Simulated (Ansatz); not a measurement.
Mulliken charges of C3H2F4, SMILES `FC1(F)CC1(F)F` from B3LYP/def2-TZVPP in Ansatz (PBE0-D4/def2-TZVP geometry).

```
atom   x (Å)   y (Å)   z (Å)  charge (e)
  F1   1.689  -0.951   0.189      -0.180
  C2   0.588  -0.475  -0.390       0.360
  F3   0.544  -0.816  -1.678      -0.180
  C4  -0.690  -0.429   0.397      -0.226
  C5   0.041   0.833   0.040       0.360
  F6   0.656   1.520   1.002      -0.180
  F7  -0.490   1.656  -0.865      -0.180
  H8  -1.607  -0.635  -0.142       0.113
  H9  -0.642  -0.749   1.431       0.113
```

Question: By hand: the dipole of these point charges (1 e Å = 4.8032 D).

Answer: Σ q r = (-0.304, -0.184, 0.173) e Å, of length 0.395 e Å = 1.90 D.

Question: How does the dipole of the full density compare? (Estimate.)

Answer: The calculation gave: (-0.330, -0.200, 0.188) e Å, 2.06 D; the point charges give 0.92 times that, at 0° from its direction.

Point charges leave out the atoms' own dipoles, such as those of lone pairs, and Mulliken's split depends on the basis, so the close match here is no proof of good charges.

B3LYP here is the variant with VWN-RPA as its local correlation; programs differ in this.
